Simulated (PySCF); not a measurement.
C8H6O2, SMILES O=Cc1cccc(C=O)c1, GFN2-xTB optimised geometry.

```
16

O     -2.55    -2.69     0.00
C     -1.35    -2.58     0.00
C     -0.61    -1.31     0.00
C      0.78    -1.29     0.00
C      1.47    -0.09     0.00
C      0.77     1.11     0.00
C     -0.63     1.11     0.00
C     -1.36     2.38     0.00
O     -0.85     3.47     0.00
C     -1.32    -0.10     0.00
H     -0.69    -3.47     0.00
H      1.32    -2.22     0.00
H      2.55    -0.08     0.00
H      1.28     2.06     0.00
H     -2.46     2.27     0.00
H     -2.40    -0.13     0.00
```

Density from CAM-B3LYP/def2-TZVP run with PySCF at that geometry.

Minimum of the electron density along straight lines between bonded atoms, close to the bond critical point (lines longer than 1.1 times the sum of covalent radii, or with two minima, are not listed):

| bond | length / Å | ρ at the minimum / e bohr⁻³ | ∇²ρ there / e bohr⁻⁵ | position (fraction from the first atom) |
|---|---|---|---|---|
| O1–C2 | 1.203 | 0.430 | -0.12 | 0.66 |
| C2–C3 | 1.472 | 0.284 | -0.82 | 0.50 |
| C3–C4 | 1.395 | 0.319 | -0.95 | 0.50 |
| C4–C5 | 1.384 | 0.325 | -0.99 | 0.51 |
| C5–C6 | 1.383 | 0.326 | -0.99 | 0.50 |
| C6–C7 | 1.398 | 0.318 | -0.95 | 0.50 |
| C7–C8 | 1.473 | 0.284 | -0.82 | 0.50 |
| C8–O9 | 1.203 | 0.429 | -0.12 | 0.34 |
| C3–C10 | 1.393 | 0.320 | -0.96 | 0.50 |
| C7–C10 | 1.389 | 0.322 | -0.96 | 0.50 |
| C2–H11 | 1.108 | 0.280 | -1.00 | 0.65 |
| C4–H12 | 1.081 | 0.290 | -1.05 | 0.65 |
| C5–H13 | 1.080 | 0.290 | -1.05 | 0.65 |
| C6–H14 | 1.080 | 0.292 | -1.07 | 0.66 |
| C8–H15 | 1.107 | 0.281 | -1.01 | 0.65 |
| C10–H16 | 1.081 | 0.291 | -1.06 | 0.66 |
